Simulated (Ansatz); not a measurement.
Program: Ansatz. Geometries: PBE0-D4/def2-TZVP. ΔE: electronic, gas phase. CCSD(T)/CBS adds triple-zeta CCSD(T) − MP2 to the extrapolated MP2 energy (def2 sets, frozen cores). This one scheme is used for every species. DFT in def2-TZVPP. B3LYP here is the variant with VWN-RPA as its local correlation; programs differ in this. One conformer a species, not always the lowest.

Consider the cleavage of the Al–Al bond: `[OH][AlH][AlH2]` + `OC[SiH2][SiH3]` → `[AlH2][O]C[SiH2][SiH3]` + `[OH][AlH2]`.

Task: Is it downhill or uphill in electronic energy at CCSD(T)/CBS, and by how much? (Best estimate.)

Result: The calculation gave: Downhill: ΔE = -139.5 kJ/mol.

Task: What do these levels give: r2SCAN-D4, B3LYP-D4, r2SCAN, B3LYP, HF/def2-QZVPP, CCSD/CBS(def2)? (An estimate is asked.)

Result: Ansatz gave: r2SCAN-D4 -141.3, B3LYP-D4 -146.1, r2SCAN -140.3, B3LYP -141.0, HF/def2-QZVPP -148.0, CCSD/CBS(def2) -139.6 kJ/mol.

Largest T1 diagnostic among the species: 0.014.

The D4 term adds −5.1 kJ/mol with B3LYP and −2.8 kJ/mol with PBE0; it sums over pairs of atoms, weighted by their polarisabilities, and B3LYP, whose exchange is more repulsive, gets the larger term.
